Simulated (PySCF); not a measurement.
Isomers of C7H7Cl, one conformer each; single-point electronic energies without zero-point terms and without any empirical dispersion term.

Computed with PySCF at wB97X-D/pcSseg-2, non-relativistic, each on one gas-phase PBE0-D3(BJ)/def2-TZVP geometry that isn't relaxed in the solvent. The solvent is an IEF-PCM continuum (van der Waals radii × 1.2). Specific hydrogen bonds and non-electrostatic terms are outside this model.

```tsv
isomer	relative energy, gas (kJ/mol)	dipole (D)
ortho-chlorotoluene, `Cc1ccccc1Cl`	0.0	1.53
p-chlorotoluene, `Cc1ccc(Cl)cc1`	1.4	2.27
```

How do the relative energies look in chloroform (ε = 4.711)?

| isomer | relative energy, solvent (kJ/mol) | E(solvent) − E(gas) (kJ/mol) | dipole in solvent (D) |
| --- | --- | --- | --- |
| ortho-chlorotoluene, `Cc1ccccc1Cl` | 0.0 | -8.7 | 1.92 |
| p-chlorotoluene, `Cc1ccc(Cl)cc1` | 0.7 | -9.3 | 2.82 |

The order is unchanged. p-chlorotoluene, `Cc1ccc(Cl)cc1` gains most from the continuum, and it has the largest gas-phase dipole. The gains span 0.6 kJ/mol, the gas-phase energies 1.4 kJ/mol.
